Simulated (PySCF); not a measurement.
H4O3SeSi, SMILES O[Si](O)([SeH])O. Atoms are numbered in the order given.

```xyz
9

O     -1.0511     1.5892    -1.0251
Si    -0.7898     0.1669    -0.2318
O     -1.5984     0.2405     1.2001
O     -1.2982    -1.0016    -1.2881
Se     1.3334    -0.2621     0.4388
H     -1.0704     1.5310    -1.9851
H     -2.3467     0.8468     1.2071
H     -1.0619    -1.9043    -1.0530
H      1.7815    -0.5253    -0.9382
```
Charge 0, spin multiplicity 1.

Coordinates come from a PBE0-D3(BJ)/def2-SVP optimisation. One conformer was computed; it need not be the lowest.

These are HF/pcSseg-1 in PySCF values and carry that method's errors.

GIAO shieldings, no solvent; atoms listed in one row are averaged. δ = σ(ref) − σ: ¹⁷O against H2O (σ = 333.0 ppm); ²⁹Si against TMS (σ = 393.8 ppm); ⁷⁷Se against Me2Se (σ = 1942.8 ppm); ¹H against TMS (σ = 31.99 ppm), references at their B3LYP-D3(BJ)/def2-TZVP geometries, non-relativistic.

Computed chemical shifts:
| nucleus | atoms | count | δ (ppm) |
|---|---|---|---|
| ¹⁷O | O4 | 1 | 70.4 |
| ¹⁷O | O3 | 1 | 48.8 |
| ¹⁷O | O1 | 1 | 44.9 |
| ²⁹Si | Si2 | 1 | -31.3 |
| ⁷⁷Se | Se5 | 1 | -303.0 |
| ¹H | H7 | 1 | 2.87 |
| ¹H | H6 | 1 | 2.74 |
| ¹H | H8 | 1 | 2.62 |
| ¹H | H9 | 1 | 0.76 |
